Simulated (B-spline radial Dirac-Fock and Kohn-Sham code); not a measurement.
K-shell ionisation of the Ne atom, 1s2 2s2 2p6, by electron impact in the relativistic binary-encounter-Bethe (RBEB) model with Dirac-Fock orbital kinetic energies; direct ionisation only. It is a semi-empirical estimate. B and U are the binding and mean kinetic energies of the 1s orbital; B is the tabulated edge.

With B = 870.2 eV, U = 1264.0 eV and N = 2, the model reads σ = 4πa₀²α⁴N / [(β_t² + β_u² + β_b²)·2b′] × {½[ln(β_t²/(1 − β_t²)) − β_t² − ln 2b′](1 − 1/t²) + 1 − 1/t − (ln t/(t + 1))(1 + 2t′)/(1 + t′/2)² + b′²(t − 1)/(2(1 + t′/2)²)}, where t = T/B, primes denote energies in units of mc², and β_x² = 1 − 1/(1 + x′)².

```tsv
T (eV)	overvoltage T/B	σ_K (b)
2000	2.30	23520
3000	3.45	29140
5000	5.75	29820
10000	11.49	24170
15000	17.24	19790
20000	22.98	16800
30000	34.47	13090
50000	57.46	9418
100000	114.92	6095
200000	229.83	4209
300000	344.75	3570
1e+06	1149.16	2893
```

Values without a named source are computed, but for edge energies of neutral atoms, which are taken from tables.
